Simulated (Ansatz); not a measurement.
One change: `[CH3][GeH]([SiH3])[SH]` becomes `C[O][GeH]([CH3])[SH]`.

Ansatz, PBE0-D4/def2-TZVP geometries, multiplicity 1. Each molecule was computed in one conformer, which needn't be the lowest.

Scalar relativity is left out up to krypton.

| property | `[CH3][GeH]([SiH3])[SH]` |
| --- | --- |
| HOMO energy (PBE/def2-TZVPP) / eV | -5.82 |
| LUMO energy (ωB97M-V/def2-TZVPP) / eV | 1.50 |
| LUMO energy (PBE0/def2-TZVPP) / eV | -0.25 |
| HOMO energy (B3LYP/def2-TZVPP) / eV | -6.76 |
| HOMO–LUMO gap (ωB97M-V/def2-TZVPP) / eV | 10.61 |
| HOMO energy (PBE0/def2-TZVPP) / eV | -6.99 |

Q: What does the change do to each property? (Estimate.)

A: The calculation gave: 
```tsv
property	`C[O][GeH]([CH3])[SH]`	shift
HOMO energy (PBE/def2-TZVPP) / eV	-6.14	-0.32
LUMO energy (ωB97M-V/def2-TZVPP) / eV	2.20	0.70
LUMO energy (PBE0/def2-TZVPP) / eV	0.43	0.68
HOMO energy (B3LYP/def2-TZVPP) / eV	-7.16	-0.40
HOMO–LUMO gap (ωB97M-V/def2-TZVPP) / eV	11.85	1.24
HOMO energy (PBE0/def2-TZVPP) / eV	-7.42	-0.43
```

With PBE0 the HOMO falls by 0.43 eV and the LUMO rises by 0.68 eV, so the gap widens by about 1.11 eV. PBE moves the HOMO by -0.32 eV and ωB97M-V by -0.54 eV.

B3LYP here is the variant with VWN-RPA as its local correlation; programs differ in this.
